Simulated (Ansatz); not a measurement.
Z-matrix (Å, degrees):
```
Si
N 1 1.911
O 1 1.690 2 99.0
H 1 1.533 2 88.5 3 -100.6
C 2 1.285 1 124.2 3 120.8
H 2 1.016 1 116.4 3 -80.7
H 3 0.958 1 111.8 2 122.2
S 5 1.733 2 123.9 1 150.1
H 5 1.087 2 117.2 1 -24.4
H 8 1.341 5 95.6 2 172.5
```

Total charge 0; spin multiplicity 1. The bonds changed during the relaxation, so this is another structure than the one it started from.

Question: List the r2SCAN/def2-TZVPP orbital energies in eV (Ansatz). (Best estimate.)

Answer: Ansatz gave: Occupied: -2410.66, -1790.45, -514.99, -386.86, -275.95, -215.07, -159.16, -159.06, -158.94, -140.73, -95.67, -95.59, -95.51, -25.58, -25.33, -21.01, -16.85, -14.38, -13.22, -12.65, -11.36, -10.17, -9.66, -9.08, -8.46, -7.54, -7.05, -4.25. Lowest empty: -2.50, -1.33, 0.43, 0.55, 0.65, 1.51, 2.64, 3.09.
